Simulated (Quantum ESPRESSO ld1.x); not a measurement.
All-electron atom: Ga2+ in [Ne] 3s2 3p5.75 3d10 4s1 4d0.25 (fractional occupations, a model configuration). All-electron calculation, scalar-relativistic Kohn-Sham, LDA (Slater exchange, VWN5 correlation), spin-polarised, spherical densities, point nucleus; open shells are filled with parallel spins first. Program: ld1.x of Quantum ESPRESSO 7.5.

Unscreened Slater integrals over Kohn-Sham orbitals (hartree). They are taken over the spin-up orbitals.

integral,value
"F0(4d,4d)",0.23606
"F2(4d,4d)",0.12325
"F4(4d,4d)",0.081339
"F0(4d,4s)",0.28886
"G2(4d,4s)",0.078121
"F0(4d,3d)",0.31726
"F2(4d,3d)",0.042619
"F4(4d,3d)",0.017588
"G0(4d,3d)",0.018438
"G2(4d,3d)",0.017392
"G4(4d,3d)",0.012306
"F0(4d,3p)",0.31971
"F2(4d,3p)",0.036261
"G1(4d,3p)",0.017440
"G3(4d,3p)",0.012573
"F0(4s,4s)",0.44491
"F0(4s,3d)",0.56151
"G2(4s,3d)",0.061260
"F0(4s,3p)",0.57041
"G1(4s,3p)",0.036664
"F0(3d,3d)",1.1789
"F2(3d,3d)",0.54423
"F4(3d,3d)",0.33833
"F0(3d,3p)",1.2473
"F2(3d,3p)",0.58750
"G1(3d,3p)",0.72288
"G3(3d,3p)",0.43968
"F0(3p,3p)",1.3337
"F2(3p,3p)",0.66485

Derived for the open shells (J is the average intra-shell exchange parameter used in DFT+U). 3p: J = F2/5 = 0.1330 hartree. 4d: Racah B = F2/49 - 5 F4/441 = 0.001593 hartree, C = 35 F4/441 = 0.006456 hartree, C/B = 4.05, F4/F2 = 0.660, J = (F2 + F4)/14 = 0.01461 hartree.
